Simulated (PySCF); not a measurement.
lithium hydride (HLi), singlet, at the geometry optimised at the base level; HF/STO-3G, frequencies (PySCF).

PySCF was given this input:
```python
from pyscf import gto, scf
from pyscf.hessian import thermo

mol = gto.M(
    atom='''
Li   -0.000000   -0.000000   -0.377702
H     0.000000    0.000000    1.133107
''',
    basis='sto-3g',
    charge=0,
    spin=0,
    verbose=3,
)

mf = scf.RHF(mol)
mf.kernel()
hess = mf.Hessian().kernel()
freq = thermo.harmonic_analysis(mf.mol, hess)
thermo.dump_normal_mode(mf.mol, freq)
th = thermo.thermo(mf, freq['freq_au'], 298.15, 1000)
thermo.dump_thermo(mf.mol, th)
```

Output, abridged:

```
converged SCF energy = -7.86338212892019
Mode                                 0
Irrep
Freq [cm^-1]                     1867.8736
Reduced mass [au]                   1.1306
Force const [Dyne/A]                2.3240
Char temp [K]                    2687.4543
Normal mode                   x     y     z
       0  Li                 0.00 -0.00 -0.14
       1   H                 0.00 -0.00  0.93
temperature 298.1500 [K]
pressure 1000.00 [Pa]
Rotational constants [GHz] inf 251.55672 251.55672
Symmetry number 1
Zero-point energy (ZPE) 0.00426 [Eh]   11172.365 [J/mol]
                           tot       elec      trans        rot        vib
Entropy [J/mol/K]       207.984      0.000    172.998     34.976      0.010
Cv [J/mol/K]             20.868      0.000     12.472      8.314      0.082
Cp [J/mol/K]             29.183      0.000     20.786      8.314      0.082
Internal energy [J/mol]                      3718.434   2478.956  11175.085
Internal energy [Eh]   -7.85677  -7.86338
Enthalpy [J/mol]                             6197.391   2478.956  11175.085
Enthalpy [Eh]          -7.85582
Gibbs free energy [J/mol]                  -45381.840  -7949.120  11172.064
Gibbs free energy [Eh] -7.87944
```
